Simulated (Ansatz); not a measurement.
Steps of a relaxation of C2H9BFGaSeSi with RKS PBE0-D4/def2-TZVP.

```sh
$ ansatz run in.yaml --threads 2 --pin off --events-out ev --progress --plain --max-ram 32768MiB --backend cuda --devices 0, --max-vram 18GiB
```

```yaml
crystal:
  periodic: [false, false, false]
  atoms:
    - {symbol: B, position_ang: [-0.359890, -1.994420, -0.224130]}
    - {symbol: C, position_ang: [0.053950, -0.577120, -0.688650]}
    - {symbol: F, position_ang: [1.215430, 0.037500, -0.076510]}
    - {symbol: C, position_ang: [-0.143620, 0.141170, -1.992350]}
    - {symbol: Ga, position_ang: [0.706670, 1.867090, -1.328530]}
    - {symbol: Se, position_ang: [-1.492470, -0.295130, 0.613650]}
    - {symbol: Si, position_ang: [-0.278810, 0.211100, 2.519260]}
    - {symbol: H, position_ang: [-1.086980, -2.586330, -0.925410]}
    - {symbol: H, position_ang: [0.233260, -2.515050, 0.640590]}
    - {symbol: H, position_ang: [-1.183430, 0.058810, -2.317970]}
    - {symbol: H, position_ang: [0.476260, -0.359870, -2.751730]}
    - {symbol: H, position_ang: [2.112280, 2.345350, -1.814400]}
    - {symbol: H, position_ang: [0.007520, 2.760530, -0.243190]}
    - {symbol: H, position_ang: [0.688950, -0.857970, 2.746330]}
    - {symbol: H, position_ang: [0.364240, 1.505350, 2.294320]}
    - {symbol: H, position_ang: [-1.313360, 0.259000, 3.548740]}
basis:
  gaussian: {orbitals: def2-TZVP}
hamiltonian: {xc: pbe0, dispersion: d4}
relax: {f_tol: 0.005, max_steps: 150}
```

Positions (Å) and forces (eV/Å) along the path, 10 of 63 steps:

```xyz
16
step=1 energy=-131197.1882 eV
B    -0.360   -1.994   -0.224    0.482    0.665    0.044
C     0.054   -0.577   -0.689    0.193    0.046   -0.123
F     1.215    0.037   -0.077   -0.338   -0.496   -0.201
C    -0.144    0.141   -1.992    0.337   -0.058    0.440
Ga    0.707    1.867   -1.329   -0.098    0.037   -0.231
Se   -1.492   -0.295    0.614   -0.451    0.058    0.130
Si   -0.279    0.211    2.519   -0.118   -0.217   -0.668
H    -1.087   -2.586   -0.925   -0.427   -0.233   -0.342
H     0.233   -2.515    0.641    0.318   -0.276    0.396
H    -1.183    0.059   -2.318    0.099    0.295    0.079
H     0.476   -0.360   -2.752   -0.039    0.157    0.142
H     2.112    2.345   -1.814    0.081   -0.057   -0.202
H     0.008    2.761   -0.243   -0.184   -0.063   -0.040
H     0.689   -0.858    2.746    0.250   -0.232    0.147
H     0.364    1.505    2.294    0.134    0.304    0.083
H    -1.313    0.259    3.549   -0.239    0.071    0.345
16
step=17 energy=-131197.3885 eV
B    -0.456   -1.964   -0.199    0.037    0.065    0.028
C     0.202   -0.619   -0.570    0.009   -0.032   -0.018
F     1.334   -0.256    0.119   -0.025   -0.004   -0.023
C     0.142    0.142   -1.846   -0.009    0.021    0.028
Ga    0.603    2.068   -1.598    0.052   -0.002   -0.062
Se   -1.501   -0.209    0.646   -0.019   -0.007   -0.024
Si   -0.328    0.082    2.595    0.006   -0.001    0.037
H    -1.232   -2.424   -0.984   -0.010    0.002   -0.014
H     0.021   -2.619    0.677   -0.001   -0.010   -0.001
H    -0.845    0.024   -2.303    0.030    0.005    0.003
H     0.866   -0.315   -2.533   -0.017    0.014    0.025
H     1.578    2.761   -2.626   -0.064   -0.037    0.053
H    -0.017    2.867   -0.399    0.009   -0.010   -0.004
H     0.424   -1.148    2.930   -0.007    0.014    0.002
H     0.579    1.247    2.473   -0.012   -0.013   -0.001
H    -1.370    0.362    3.617    0.022   -0.005   -0.028
16
step=19 energy=-131197.3913 eV
B    -0.469   -1.966   -0.202   -0.010   -0.002   -0.024
C     0.218   -0.635   -0.562    0.025    0.002    0.001
F     1.341   -0.296    0.144    0.025    0.015    0.003
C     0.183    0.141   -1.828   -0.016   -0.030    0.027
Ga    0.589    2.076   -1.596    0.057    0.152   -0.052
Se   -1.508   -0.220    0.643   -0.016    0.027   -0.012
Si   -0.338    0.089    2.591   -0.017   -0.018    0.025
H    -1.242   -2.404   -1.003   -0.002   -0.006    0.004
H    -0.007   -2.641    0.667   -0.004    0.002    0.002
H    -0.784    0.005   -2.320    0.003    0.001   -0.017
H     0.937   -0.294   -2.495    0.001   -0.010   -0.009
H     1.378    2.829   -2.747   -0.115   -0.094    0.156
H     0.103    2.826   -0.299    0.050   -0.042   -0.092
H     0.366   -1.158    2.962    0.008    0.001    0.009
H     0.609    1.218    2.447    0.002    0.007   -0.005
H    -1.376    0.430    3.598    0.009   -0.004   -0.017
16
step=24 energy=-131197.3987 eV rejected
B    -0.498   -1.948   -0.206   -0.066   -0.045    0.138
C     0.251   -0.650   -0.544    0.274    0.046   -0.034
F     1.376   -0.355    0.177   -0.166   -0.021   -0.001
C     0.266    0.125   -1.809   -0.113    0.054   -0.036
Ga    0.566    2.084   -1.611    0.020   -0.036    0.029
Se   -1.503   -0.179    0.623    0.017    0.088   -0.021
Si   -0.362    0.088    2.596    0.043    0.019   -0.062
H    -1.265   -2.356   -1.025   -0.019   -0.036   -0.046
H    -0.114   -2.629    0.698    0.049   -0.029   -0.068
H    -0.664   -0.046   -2.359    0.003    0.001    0.004
H     1.065   -0.286   -2.440    0.023   -0.007    0.035
H     0.948    2.914   -2.890   -0.020   -0.015   -0.006
H     0.414    2.771   -0.211   -0.001    0.000   -0.001
H     0.341   -1.167    2.945   -0.041    0.010    0.032
H     0.600    1.210    2.471   -0.045   -0.015    0.029
H    -1.420    0.422    3.585    0.042   -0.013    0.007
16
step=29 energy=-131197.4160 eV
B    -0.530   -1.930   -0.209    0.044    0.091   -0.042
C     0.314   -0.692   -0.575    0.087   -0.007    0.005
F     1.423   -0.437    0.159   -0.004   -0.031    0.074
C     0.355    0.101   -1.824   -0.040   -0.025   -0.009
Ga    0.492    2.072   -1.573    0.057    0.075    0.004
Se   -1.468   -0.118    0.588   -0.103    0.041   -0.010
Si   -0.382    0.120    2.588    0.083   -0.037    0.050
H    -1.301   -2.312   -1.040   -0.014   -0.016   -0.010
H    -0.168   -2.629    0.688    0.007   -0.001   -0.007
H    -0.518   -0.126   -2.438   -0.038   -0.017   -0.041
H     1.233   -0.234   -2.393    0.011   -0.006   -0.003
H     0.428    2.978   -2.867   -0.034   -0.071    0.126
H     0.690    2.673   -0.134   -0.019   -0.021   -0.102
H     0.179   -1.188    3.010   -0.017    0.065   -0.013
H     0.682    1.149    2.480   -0.039   -0.040    0.008
H    -1.430    0.573    3.540    0.020    0.002   -0.030
16
step=42 energy=-131198.5266 eV
B    -0.655   -1.491   -0.291    0.039   -0.083   -0.036
C     0.692   -0.870   -0.886   -0.020   -0.076    0.184
F     1.773   -0.920   -0.104   -0.047    0.008    0.047
C     0.845   -0.181   -2.045    0.034    0.127   -0.237
Ga   -0.107    1.572   -0.905   -0.037    0.021   -0.009
Se   -1.596    0.212    0.588    0.000    0.014    0.033
Si   -0.419    0.343    2.560    0.032   -0.009    0.032
H    -1.424   -1.811   -1.162    0.038    0.034    0.047
H    -0.472   -2.292    0.587   -0.014    0.023   -0.066
H     0.071   -0.258   -2.796   -0.070   -0.041   -0.003
H     1.814    0.194   -2.354    0.049   -0.008    0.047
H    -0.970    2.189   -2.051    0.007   -0.017    0.012
H     1.044    2.209   -0.070    0.011    0.002    0.001
H    -0.256   -1.038    3.071   -0.022    0.024   -0.014
H     0.898    0.992    2.355   -0.010   -0.025   -0.019
H    -1.238    1.151    3.500    0.011    0.006   -0.020
16
step=45 energy=-131198.5424 eV
B    -0.649   -1.496   -0.325   -0.015    0.013    0.044
C     0.692   -0.828   -0.858    0.101    0.075    0.005
F     1.723   -0.788   -0.002   -0.081   -0.041   -0.086
C     0.882   -0.176   -2.037   -0.058    0.001    0.155
Ga   -0.186    1.569   -0.898    0.028   -0.047    0.014
Se   -1.613    0.175    0.620   -0.044   -0.013   -0.033
Si   -0.391    0.317    2.561    0.151    0.029    0.066
H    -1.402   -1.766   -1.222   -0.021    0.011    0.010
H    -0.482   -2.339    0.512   -0.003   -0.010    0.001
H     0.143   -0.308   -2.816    0.013    0.012   -0.010
H     1.849    0.244   -2.287    0.048    0.021   -0.045
H    -1.064    2.133   -2.055   -0.011   -0.018   -0.011
H     0.964    2.236   -0.081   -0.014    0.014   -0.013
H    -0.428   -1.033    3.189   -0.001    0.139   -0.043
H     1.006    0.733    2.250   -0.154   -0.062    0.085
H    -1.044    1.327    3.448    0.062   -0.124   -0.139
16
step=47 energy=-131198.5525 eV
B    -0.653   -1.505   -0.329   -0.013   -0.007   -0.004
C     0.695   -0.837   -0.854    0.059   -0.032    0.100
F     1.730   -0.844   -0.006   -0.070    0.008   -0.068
C     0.887   -0.147   -2.010    0.026    0.028   -0.039
Ga   -0.198    1.564   -0.896   -0.006    0.016   -0.008
Se   -1.613    0.157    0.619    0.023   -0.004   -0.002
Si   -0.369    0.315    2.545    0.010    0.020    0.060
H    -1.407   -1.764   -1.230    0.007    0.004    0.008
H    -0.489   -2.360    0.498   -0.001    0.015   -0.013
H     0.153   -0.258   -2.797   -0.008   -0.009    0.003
H     1.860    0.264   -2.258    0.002    0.001    0.011
H    -1.095    2.095   -2.057    0.008   -0.004    0.009
H     0.923    2.283   -0.081   -0.017   -0.005   -0.005
H    -0.465   -1.002    3.221    0.003    0.035   -0.005
H     1.044    0.666    2.259   -0.067   -0.022   -0.005
H    -1.003    1.374    3.376    0.044   -0.044   -0.043
16
step=53 energy=-131198.5588 eV
B    -0.584   -1.547   -0.338   -0.027    0.022    0.017
C     0.729   -0.822   -0.879    0.020    0.020   -0.057
F     1.794   -0.829   -0.075   -0.022    0.001   -0.015
C     0.862   -0.093   -2.023   -0.026   -0.044    0.122
Ga   -0.232    1.560   -0.848    0.003   -0.005   -0.001
Se   -1.623    0.071    0.607    0.036   -0.028   -0.009
Si   -0.396    0.300    2.534   -0.001    0.046    0.086
H    -1.332   -1.842   -1.232   -0.001   -0.015   -0.010
H    -0.376   -2.392    0.489    0.006   -0.001    0.004
H     0.105   -0.208   -2.787    0.002    0.003   -0.022
H     1.818    0.344   -2.288    0.024    0.022   -0.031
H    -1.122    2.137   -1.991   -0.004    0.005   -0.001
H     0.866    2.259    0.013    0.002    0.000    0.003
H    -0.772   -0.825    3.431    0.020    0.068   -0.062
H     1.059    0.285    2.248   -0.074   -0.001    0.006
H    -0.796    1.601    3.138    0.040   -0.093   -0.030
16
step=63 energy=-131198.5605 eV
B    -0.562   -1.560   -0.328   -0.001    0.000   -0.001
C     0.736   -0.822   -0.890    0.001    0.000    0.001
F     1.815   -0.830   -0.107    0.000    0.000    0.000
C     0.843   -0.080   -2.027   -0.001    0.001   -0.002
Ga   -0.226    1.564   -0.836    0.000    0.000    0.000
Se   -1.625    0.053    0.589    0.001    0.000    0.001
Si   -0.414    0.301    2.524   -0.001    0.001    0.000
H    -1.306   -1.896   -1.212    0.000    0.000    0.000
H    -0.330   -2.381    0.516    0.000    0.000    0.000
H     0.075   -0.195   -2.781   -0.001   -0.001    0.001
H     1.792    0.363   -2.312    0.001    0.000    0.001
H    -1.107    2.181   -1.966    0.000    0.000    0.000
H     0.872    2.234    0.049    0.000    0.000    0.000
H    -0.841   -0.779    3.445    0.000   -0.001    0.000
H     1.036    0.216    2.246    0.000    0.000    0.000
H    -0.759    1.629    3.088    0.000    0.000    0.000
```

Run time 2.9 min (2 threads of an AMD EPYC 7R13 on a shared host and a share of an NVIDIA H100 80 GB); peak host memory 1.1 GiB.
